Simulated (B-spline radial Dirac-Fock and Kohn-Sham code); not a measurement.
# Dispersion corrections for Li to Ti

Calculated with a B-spline atomic structure program, using the dispersion relation over Dirac-Hartree-Slater subshell photoionisation cross sections, with the Kissel-Pratt high-energy constant (isolated atom, no bound-bound lines or fine structure). Values in electrons; * marks an element with an edge within 2 % of one of the energies, where the values are sensitive to the edge position.

| Z | element | f′ at 2984.4 eV | f″ at 2984.4 eV | f′ at 9251.7 eV | f″ at 9251.7 eV | f′ at 30000 eV | f″ at 30000 eV |
| --- | --- | --- | --- | --- | --- | --- | --- |
| 3 | Li | 0.009 | 0.004 | 0.001 | 0.000 | 0.000 | 0.000 |
| 4 | Be | 0.025 | 0.013 | 0.003 | 0.001 | 0.000 | 0.000 |
| 5 | B | 0.054 | 0.036 | 0.007 | 0.003 | 0.000 | 0.000 |
| 6 | C | 0.096 | 0.077 | 0.014 | 0.007 | 0.000 | 0.000 |
| 7 | N | 0.156 | 0.147 | 0.026 | 0.014 | 0.001 | 0.001 |
| 8 | O | 0.221 | 0.251 | 0.041 | 0.025 | 0.002 | 0.002 |
| 9 | F | 0.290 | 0.398 | 0.060 | 0.041 | 0.004 | 0.003 |
| 10 | Ne | 0.355 | 0.596 | 0.085 | 0.065 | 0.007 | 0.005 |
| 12 | Mg | 0.393 | 1.162 | 0.146 | 0.138 | 0.015 | 0.012 |
| 13 | Al | 0.328 | 1.544 | 0.182 | 0.192 | 0.021 | 0.017 |
| 14 | Si | 0.163 | 1.996 | 0.220 | 0.259 | 0.028 | 0.023 |
| 15 | P | -0.164 | 2.528 | 0.260 | 0.341 | 0.036 | 0.031 |
| 16 | S | -0.809 | 3.130 | 0.297 | 0.438 | 0.046 | 0.042 |
| 17 | Cl | -2.443 | 3.810 | 0.332 | 0.553 | 0.057 | 0.054 |
| 18 | Ar | -2.661 | 0.485 | 0.365 | 0.690 | 0.070 | 0.069 |
| 19 | K | -1.763 | 0.613 | 0.383 | 0.844 | 0.083 | 0.086 |
| 20 | Ca | -1.364 | 0.763 | 0.387 | 1.020 | 0.098 | 0.107 |
| 21 | Sc | -1.101 | 0.934 | 0.374 | 1.220 | 0.114 | 0.131 |
| 22 | Ti | -0.898 | 1.130 | 0.337 | 1.441 | 0.130 | 0.158 |
